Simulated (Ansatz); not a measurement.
BFH$_{4}$SeSi, SMILES `FB([SiH3])[SeH]`, relaxed with RKS PBE-D4/def2-SVP in the Gaussian-basis code of Ansatz from a rough embedded geometry. The force threshold is 0.03 eV/Å; the program also tests the step.

Charge 0, multiplicity 1.

Start:

```xyz
8

F    -0.130   -0.822    2.030
B    -0.298    0.021    0.846
Si    0.994   -0.040   -0.590
Se   -1.891    1.137    0.620
H     0.566    0.808   -1.711
H     2.330    0.368   -0.101
H     1.103   -1.483   -1.090
H    -2.674    0.012   -0.004
```

Problem. By how much does the energy fall, and how many steps does the optimiser take? (Estimate.)

Solution. Computed: 100.80 kJ/mol, in 13 steps.

Problem. Which bonds change most? (Estimate.)

Solution. Computed: F1–B2 from 1.463 to 1.340 Å; B2–Si3 from 1.932 to 2.037 Å; Si3–H5 from 1.470 to 1.506 Å; Si3–H6 from 1.480 to 1.508 Å.

Problem. Give the relaxed structure. (An estimate is asked.)

Solution. Ansatz gave: 
```xyz
8

F    -0.491   -0.966    1.636
B    -0.483   -0.180    0.551
Si    1.152   -0.061   -0.658
Se   -2.054    0.881    0.107
H     0.897    0.878   -1.807
H     2.344    0.441    0.117
H     1.502   -1.418   -1.214
H    -2.868    0.425    1.267
```
